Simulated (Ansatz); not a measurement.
A run of Ansatz (development build ahead of 0.2.0) on singlet CrO at this shape:

```yaml
atoms:
  - { symbol: Cr, position_ang: [0.0000, 0.0000, 0.0000] }
  - { symbol: O, position_ang: [0.0000, 0.0000, 2.4518] }
```

Its results:

```
Converged                       : yes
Total energy                    : -1119.23144 hartree
Spin squared of the determinant : 2.873
Stability test                  : minimum
```

Task: Which input gives this output? Name the method, the orbitals and the basis set, and write the input.

Result: PBE (unrestricted) in pcseg-2.

```yaml
crystal:
  periodic: [false, false, false]
  atoms:
    - { symbol: Cr, position_ang: [0.0, 0.0, 0.0] }
    - { symbol: O, position_ang: [0.0, 0.0, 2.4518] }
basis:
  gaussian: { orbitals: pcseg-2 }
magnetization:
  spin_polarized: true
hamiltonian:
  xc: pbe
```

Caution: another spin multiplicity may lie lower; the unrestricted determinant is a mixture of spin states.
